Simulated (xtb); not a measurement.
OY, doublet, geometry from GFN2-xTB (such geometries of metal compounds can be far from the true shape). Base run: GFN2-xTB (xtb).

xtb was given this input:
```
$ xtb mol.xyz --gfn 2 --uhf 1 --json

# file mol.xyz
2

Y     -0.00000000    -0.00000000    -0.32092405
O      0.00000000     0.00000000     1.56450476
```

Each row names what was changed in the base input (with any setting that the change needs).

```
change         ΔE vs base (kJ/mol)  dipole (D)  G_solv (kcal/mol)  SCF cycles
-------------  -------------------  ----------  -----------------  ----------
base                          0.00        5.59                  -          42
alpb = water                 -91.7        5.78             -22.29          25
file = coord                  0.00        5.59                  -          42
etemp = 10000               -232.3        4.30                  -          28
alpb = chcl3                 -83.3        5.88             -20.72          25
alpb = thf                   -75.8        5.66             -18.17          24
```

ALPB and GBSA are two models with their own fitted parameters for each solvent, which aren't always the measured dielectric constant.
